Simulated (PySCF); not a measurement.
H2I2O2Si, SMILES O[Si](O)(I)I.

Geometry: PBE-D3(BJ)/def2-SVP. The def2 effective core potentials stand for the cores of I; spin–orbit coupling is left out. Other conformers were not sampled.

Level of theory: r2SCAN/def2-TZVP in PySCF.

Symmetry labels are those of the subgroup C2 that the program uses (full group C2).

### Question
List the valence orbital energies around the gap with their symmetry. (An estimate is asked for; the answer gives what the named calculation found.)

### Answer

| orbital | symmetry | energy (eV) |
|---|---|---|
| HOMO−7 | A | -10.24 |
| HOMO−6 | A | -8.83 |
| HOMO−5 | B | -8.61 |
| HOMO−4 | B | -8.53 |
| HOMO−3 | A | -7.50 |
| HOMO−2 | B | -7.16 |
| HOMO−1 | A | -7.02 |
| HOMO | B | -6.89 |
| LUMO | A | -1.91 |
| LUMO+1 | A | -0.23 |
| LUMO+2 | B | -0.01 |
| LUMO+3 | B | 0.22 |
